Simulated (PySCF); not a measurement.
A side-by-side comparison of computed properties.

First species: 1,3,5,7-tetrabromoadamantane, C₁₀H₁₂Br₄.
SMILES: `Br[C@]12C[C@]3(Br)C[C@](Br)(C1)C[C@](Br)(C2)C3`

Second species: C₃H₇Cl.
Z-matrix (Å and degrees, PBE0-D3(BJ)/def2-SVP geometry), rows numbered from 1:
```
C 
C   1  1.5134
C   2  1.5135  1  113.67
Cl  2  1.8094  1  109.15  3  -122.13
H   1  1.1005  2  110.62  3    58.83
H   1  1.1019  2  109.88  3   -60.75
H   1  1.0988  2  111.18  3   179.20
H   2  1.1003  1  110.01  3   123.86
H   3  1.1005  2  110.62  1   -58.87
H   3  1.1019  2  109.86  1    60.71
H   3  1.0988  2  111.18  1  -179.25
```

Levels: CAM-B3LYP/def2-SVPD for HOMO energy, LUMO energy, HOMO–LUMO gap and static isotropic polarisability; TDDFT CAM-B3LYP/def2-SVPD for lowest singlet excitation; TDA CAM-B3LYP/def2-SVPD for lowest triplet excitation (Tamm–Dancoff). Geometries: PBE0-D3(BJ)/def2-SVP. All species are isolated and taken at one optimised geometry, non-relativistic unless stated; the electronic structure was computed with PySCF and density fitting.

Problem. Which has the higher HOMO–LUMO gap?

Solution. The second: 11.05 eV against 8.79 eV, a difference of 2.26 eV.

Problem. Which of the two has the higher static isotropic polarisability, and by how much?

Solution. The first: 193.8 au against 53.4 au, a difference of 140.4 au.

Problem. Which has the higher HOMO energy?

Solution. The first: -9.45 eV against -9.76 eV, a difference of 0.31 eV.

Problem. Which of the two has the higher T1 energy, and by how much?

Solution. The second: 6.66 eV against 5.19 eV, a difference of 1.47 eV.

Problem. Which has the higher S1 energy?

Solution. The second: 7.34 eV against 5.73 eV, a difference of 1.61 eV.

Problem. Which of the two has the higher LUMO energy, and by how much?

Solution. The second: 1.29 eV against -0.66 eV, a difference of 1.95 eV.

On the first: In wavenumbers S1 is 46200 cm⁻¹ (1 eV = 8065.54 cm⁻¹). S1 lies 3.06 eV below the HOMO–LUMO gap. The calculation is non-relativistic and has no spin–orbit coupling, an omission that weighs most on bromine.

On the second: The principal polarisabilities are 46.7, 52.9 and 60.6 au; their mean is the isotropic value. No computed singlet falls in the visible range (750 to 380 nm, 1.65 to 3.26 eV); S1 lies 4.08 eV above its blue end.
